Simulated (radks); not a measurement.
The numbers below are computed, except where a source is named.
Neutral cerium inside a hard spherical wall (all orbitals vanish at R), configuration held at [Xe] 4f1 5d1 6s2 and not refilled when levels cross. Level of theory: scalar-relativistic Kohn-Sham, PBE, spin-polarised, spherical densities, point nucleus; open shells are filled with parallel spins first (spin-orbit coupling, left out, can overturn this in heavy ions) (a radial shooting solver on a logarithmic mesh with Libxc functionals). Eigenvalues in eV for spin up, with the zero of energy where the potential of the charges vanishes at infinity; a dash marks a level that is unbound or too diffuse for the functional's potential to be trusted. A positive occupied level is held by the wall or, in an anion where self-interaction has pushed it up, behind a barrier. The pressure on the wall is -dE/dV.

\begin{tabular}{lrrrrrrrrr}
R (bohr) & E (hartree) & kinetic (hartree) & e(5p) & e(4f) & e(6s) & e(5d) & e(6p, empty) & e(7s, empty) & pressure (GPa) \\ \hline
free & -8860.4696 & 9391.724 & -23.546 & -5.710 & -3.899 & -3.326 & -1.428 & - & 0 \\
20 & -8860.4696 & 9391.724 & -23.546 & -5.710 & -3.899 & -3.326 & -1.427 & 0.000 & < 0.0001 \\
7 & -8860.4090 & 9392.060 & -22.028 & -4.125 & -2.382 & -1.983 & 1.195 & 11.062 & 2.69 \\
6 & -8860.3145 & 9392.466 & -20.818 & -2.805 & -0.653 & -0.794 & 3.817 & 18.965 & 9.63 \\
4 & -8859.1977 & 9396.738 & -14.320 & 4.922 & 14.776 & 7.271 & 24.575 & 69.855 & 227 \\
3.5 & -8858.0437 & 9401.059 & -9.753 & 10.353 & 28.054 & 13.502 & 40.853 & 105.00 & 634 \\
1.5 & -8765.3012 & 9673.790 & 217.20 & 153.58 & 588.32 & 284.22 & 633.36 & 1161.1 & 258000 \\
\end{tabular}
